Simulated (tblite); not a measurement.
Record of a relaxation.

Species: H5N2OSi2 (doublet state).
Bonds: O1–Si2, Si2–N3, N3–Si4, Si4–N5, Si2–N5. Hydrogens: H6 on O1; H7 on Si2; H8 on N3; H9 on Si4; H10 on N5.

Computed with GFN2-xTB (tblite), gas phase: L-BFGS steps from a force-field or distance-geometry start until the largest atomic force falls under 0.01 eV/Å. 12 of its 54 geometries are shown.

Step 0: E = -432.8458 eV, largest atomic force 4.570 eV/Å
```
atom  x, y, z in Å  |  force x, y, z in eV/Å
O1      2.011   -0.477   -0.145   -0.056  -0.374  -0.316
Si2     0.462   -0.489    0.390    3.246  -2.729   1.270
N3     -0.461   -0.199   -0.972   -2.529  -2.321  -3.017
Si4    -1.338    1.036   -0.154   -2.303   1.326  -0.228
N5      0.055    1.077    0.847    0.786   3.133   2.532
H6      2.061   -0.359   -1.107    0.121  -0.145   0.609
H7     -0.023   -1.599    1.227    0.444   0.452  -0.126
H8     -1.088   -0.981   -1.082    0.076  -0.287  -1.409
H9     -2.405    0.333    0.597   -0.005   0.385  -0.027
H10     0.734    1.662    0.377    0.221   0.560   0.711
```

Step 5: E = -433.7827 eV, largest atomic force 1.212 eV/Å
```
atom  x, y, z in Å  |  force x, y, z in eV/Å
O1      2.078   -0.556   -0.149   -0.804  -0.015  -0.020
Si2     0.520   -0.459    0.372    0.178  -0.667  -0.024
N3     -0.605   -0.321   -0.979   -0.679  -0.632   0.207
Si4    -1.372    1.064   -0.152   -0.059  -0.345  -0.007
N5      0.070    1.161    0.926    0.136  -0.262  -1.074
H6      2.098   -0.374   -1.089    0.320  -0.084   0.079
H7      0.066   -1.563    1.240    0.509   0.465  -0.102
H8     -1.173   -1.127   -1.308    0.758   0.935   0.139
H9     -2.442    0.403    0.613   -0.088   0.402   0.088
H10     0.769    1.776    0.503   -0.272   0.203   0.714
```

Step 10: E = -434.2530 eV, largest atomic force 0.809 eV/Å
```
atom  x, y, z in Å  |  force x, y, z in eV/Å
O1      2.040   -0.678   -0.197    0.368  -0.337  -0.198
Si2     0.512   -0.517    0.269    0.309   0.248   0.483
N3     -0.795   -0.479   -0.838   -0.100   0.310  -0.200
Si4    -1.436    1.022   -0.202    0.097   0.291   0.025
N5      0.092    1.126    0.683   -0.279   0.295  -0.145
H6      2.255   -0.407   -1.080    0.176   0.096  -0.171
H7      0.303   -1.474    1.321    0.109  -0.140   0.243
H8     -1.135   -1.129   -1.510   -0.164  -0.317  -0.129
H9     -2.531    0.613    0.687   -0.017   0.190   0.062
H10     0.702    1.928    0.845   -0.498  -0.637   0.031
```

Step 14: E = -434.3535 eV, largest atomic force 0.405 eV/Å
```
atom  x, y, z in Å  |  force x, y, z in eV/Å
O1      2.053   -0.746   -0.243   -0.132  -0.147  -0.103
Si2     0.529   -0.523    0.270    0.073   0.082   0.008
N3     -0.832   -0.494   -0.814    0.066  -0.218  -0.207
Si4    -1.470    1.037   -0.230    0.028  -0.113  -0.046
N5      0.079    1.132    0.579   -0.014   0.002   0.104
H6      2.325   -0.407   -1.092   -0.026   0.044   0.069
H7      0.388   -1.466    1.379    0.105   0.198  -0.198
H8     -1.121   -1.131   -1.544    0.006   0.156   0.374
H9     -2.557    0.705    0.718    0.101   0.165  -0.100
H10     0.614    1.897    0.957   -0.207  -0.169   0.100
```

Step 19: E = -434.4219 eV, largest atomic force 0.228 eV/Å
```
atom  x, y, z in Å  |  force x, y, z in eV/Å
O1      2.026   -0.872   -0.338   -0.001   0.146  -0.107
Si2     0.560   -0.504    0.241   -0.035  -0.031   0.009
N3     -0.847   -0.541   -0.784   -0.043  -0.005  -0.040
Si4    -1.487    1.005   -0.287    0.116   0.132   0.088
N5      0.076    1.145    0.503    0.140   0.093   0.154
H6      2.395   -0.395   -1.077   -0.040  -0.003   0.000
H7      0.528   -1.391    1.386   -0.058  -0.028   0.024
H8     -1.128   -1.148   -1.530    0.010  -0.146   0.086
H9     -2.559    0.874    0.718    0.039  -0.014  -0.123
H10     0.446    1.831    1.145   -0.127  -0.144  -0.091
```

Step 24: E = -434.4440 eV, largest atomic force 0.199 eV/Å
```
atom  x, y, z in Å  |  force x, y, z in eV/Å
O1      2.016   -0.857   -0.372    0.033   0.032   0.001
Si2     0.555   -0.518    0.236    0.070   0.042   0.091
N3     -0.839   -0.528   -0.796    0.086   0.004   0.030
Si4    -1.442    1.040   -0.295   -0.074  -0.086  -0.164
N5      0.097    1.137    0.523   -0.001   0.054   0.007
H6      2.383   -0.366   -1.101   -0.068   0.035  -0.024
H7      0.515   -1.394    1.387   -0.003  -0.061   0.012
H8     -1.138   -1.211   -1.466   -0.114   0.033   0.028
H9     -2.543    0.889    0.665   -0.051   0.018  -0.040
H10     0.405    1.814    1.196    0.122  -0.071   0.059
```

Step 29: E = -434.4607 eV, largest atomic force 0.110 eV/Å
```
atom  x, y, z in Å  |  force x, y, z in eV/Å
O1      2.020   -0.826   -0.383    0.053   0.006   0.064
Si2     0.569   -0.512    0.260   -0.030  -0.081  -0.005
N3     -0.798   -0.519   -0.812   -0.011   0.003  -0.015
Si4    -1.414    1.042   -0.333    0.020   0.013   0.088
N5      0.103    1.137    0.545   -0.030  -0.085  -0.063
H6      2.337   -0.326   -1.130   -0.047   0.023  -0.009
H7      0.488   -1.424    1.385    0.076   0.008  -0.031
H8     -1.179   -1.244   -1.391   -0.003   0.010   0.012
H9     -2.542    0.890    0.600   -0.035   0.057  -0.057
H10     0.426    1.785    1.238    0.007   0.047   0.016
```

Step 34: E = -434.4677 eV, largest atomic force 0.130 eV/Å
```
atom  x, y, z in Å  |  force x, y, z in eV/Å
O1      2.041   -0.802   -0.367   -0.034   0.039  -0.044
Si2     0.571   -0.533    0.260    0.012   0.060   0.001
N3     -0.787   -0.517   -0.822   -0.005  -0.006   0.021
Si4    -1.397    1.047   -0.329    0.016   0.007  -0.051
N5      0.110    1.120    0.555    0.012   0.048   0.118
H6      2.295   -0.304   -1.140    0.030  -0.021   0.017
H7      0.510   -1.443    1.380    0.036  -0.061   0.046
H8     -1.204   -1.254   -1.358   -0.010  -0.009  -0.020
H9     -2.564    0.916    0.552   -0.036   0.028   0.007
H10     0.434    1.775    1.246   -0.021  -0.085  -0.096
```

Step 39: E = -434.4714 eV, largest atomic force 0.130 eV/Å
```
atom  x, y, z in Å  |  force x, y, z in eV/Å
O1      2.035   -0.792   -0.379    0.007  -0.020   0.023
Si2     0.572   -0.536    0.267    0.002  -0.066   0.020
N3     -0.790   -0.527   -0.814   -0.018   0.035   0.062
Si4    -1.390    1.049   -0.342   -0.051  -0.005   0.007
N5      0.101    1.110    0.571   -0.062  -0.102  -0.051
H6      2.299   -0.294   -1.147    0.006   0.024  -0.029
H7      0.551   -1.459    1.386    0.001   0.030  -0.053
H8     -1.215   -1.263   -1.347    0.025   0.000   0.001
H9     -2.579    0.959    0.522    0.046   0.012  -0.043
H10     0.425    1.758    1.261    0.045   0.093   0.063
```

Step 43: E = -434.4735 eV, largest atomic force 0.062 eV/Å
```
atom  x, y, z in Å  |  force x, y, z in eV/Å
O1      2.036   -0.776   -0.377    0.023  -0.032  -0.025
Si2     0.570   -0.546    0.272    0.024   0.043  -0.029
N3     -0.800   -0.534   -0.798   -0.008  -0.035   0.014
Si4    -1.387    1.050   -0.345    0.038   0.028  -0.030
N5      0.089    1.094    0.591   -0.014   0.028   0.053
H6      2.294   -0.287   -1.153   -0.017   0.014   0.007
H7      0.577   -1.474    1.381   -0.024  -0.029   0.018
H8     -1.218   -1.265   -1.344    0.026   0.008   0.012
H9     -2.589    0.985    0.493   -0.032  -0.001   0.023
H10     0.437    1.760    1.257   -0.015  -0.025  -0.042
```

Step 48: E = -434.4745 eV, largest atomic force 0.028 eV/Å
```
atom  x, y, z in Å  |  force x, y, z in eV/Å
O1      2.038   -0.773   -0.382   -0.006  -0.010  -0.006
Si2     0.574   -0.547    0.275    0.002  -0.010   0.010
N3     -0.802   -0.538   -0.788    0.013   0.023   0.007
Si4    -1.381    1.054   -0.351   -0.018  -0.019   0.011
N5      0.079    1.086    0.610    0.008  -0.010  -0.010
H6      2.287   -0.278   -1.157   -0.005   0.012  -0.001
H7      0.575   -1.485    1.377   -0.003  -0.005   0.003
H8     -1.215   -1.270   -1.336    0.003  -0.015  -0.015
H9     -2.592    0.992    0.478   -0.001   0.013  -0.006
H10     0.445    1.763    1.252    0.006   0.023   0.006
```

Step 53: E = -434.4748 eV, largest atomic force 0.008 eV/Å
```
atom  x, y, z in Å  |  force x, y, z in eV/Å
O1      2.036   -0.777   -0.387   -0.004   0.002   0.001
Si2     0.575   -0.548    0.278   -0.003  -0.001   0.002
N3     -0.801   -0.540   -0.785   -0.002  -0.006  -0.001
Si4    -1.382    1.051   -0.348    0.005   0.004  -0.005
N5      0.079    1.084    0.613    0.001   0.002  -0.001
H6      2.285   -0.273   -1.157   -0.005   0.004   0.003
H7      0.575   -1.489    1.377    0.001   0.002   0.000
H8     -1.209   -1.270   -1.339    0.005  -0.001  -0.001
H9     -2.596    0.999    0.476    0.001   0.000   0.005
H10     0.447    1.768    1.248    0.002  -0.006  -0.002
```

Question: Summarise the path.

Answer: The energy falls by 157.18 kJ/mol from step 0 to step 53; nine tenths of that is first reached at step 13. It falls at every step. The largest force goes from 4.570 to 0.008 eV/Å. Among the bonds Si2–N3 changes most, from 1.671 to 1.739 Å; the atoms move by 0.500 Å rms after alignment.

The cost below is that of the whole relaxation. Hardware: one thread, Arm Neoverse V2 (aarch64), shared host with 96 logical CPUs at a one-minute load of 36. Cost: 0.22 s wall.
